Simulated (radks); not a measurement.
Question: These are the eigenvalues of the occupied orbitals of an atom or ion with whole-number occupations (eV). Method: scalar-relativistic Kohn-Sham, r2SCAN, spin-polarised, spherical densities, finite nucleus; meta-GGA in the generalised Kohn-Sham scheme; Fermi nuclear charge, rms radius of each element as measured or else 0.836 A^(1/3) + 0.57 fm; computed with a radial shooting solver on a logarithmic mesh with Libxc functionals.

orbital  eigenvalue
1s up     -41889.43
1s down   -41889.43
2s down   -6766.043
2s up     -6766.022
2p down   -6051.743
2p up     -6051.731
3s up     -1474.372
3s down   -1473.462
3p up     -1246.848
3p down   -1245.935
3d up     -927.5795
3d down   -926.8571
4s up     -304.4989
4s down   -301.8054
4p up     -229.8152
4p down   -227.0486
4d up     -122.6475
4d down   -119.7763
5s up      -50.0706
5s down    -48.3646
5p up      -31.8506
5p down    -30.5517
4f up      -10.8073
5f up       -2.4357

Which element is it, and in what charge state? The configuration may be excited. Open shells, if any, are filled with parallel spins first.

Answer: Z = 59, praseodymium, charge +1: Pr+ in [Xe] 4f3 5f1. The list shows which subshells hold electrons but not how many an open one holds; the 1s level, -1539.4 hartree, gives Z - s = 55.5 by -(Z - s)^2/2, which with screening and relativity narrows Z to a few neighbours, and the depths of the outer levels then fix element, charge and occupations together.
